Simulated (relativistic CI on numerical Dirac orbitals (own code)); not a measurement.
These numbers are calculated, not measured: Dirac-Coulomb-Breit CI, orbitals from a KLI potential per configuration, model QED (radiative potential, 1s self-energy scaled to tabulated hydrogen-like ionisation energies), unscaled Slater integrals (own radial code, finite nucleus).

The strongest absorption lines from the ground level of an ion, among the configurations computed and to levels below about 30600 eV (vacuum wavelength in Å, gf): 0.4051 (0.011), 0.4100 (0.019), 0.4195 (0.04), 0.4200 (0.015), 0.4416 (0.11), 0.4428 (0.041), 0.5192 (0.53), 0.5249 (0.22).

Which ion is it?
A. Cd⁴⁴⁺
B. Te⁵⁰⁺
C. Zr³⁸⁺
D. Cd⁴⁶⁺

D. Cd⁴⁶⁺ has 2 electrons and the ground level 1s² ¹S0; the strongest line goes to 1s2p ¹P°1. The pattern of lines fixes the number of electrons, and along that sequence the line energies rise steadily with the charge (about as its square where n changes within one kind of shell, about linearly where n is kept but much faster in heavy ions where fine structure, which grows about as Z⁴, sets the gap, and irregularly where shells cross), which fixes Z. Configurations outside the model, such as inner-shell arrays, can give stronger lines. At this charge energies of transitions that change n are usually good to better than 1 %, and those within a shell (Δn = 0) to a few per cent.

LS names give the leading component of a level, which can be under half, so a name can repeat, a term be missing and a line seem to break the LS rules.
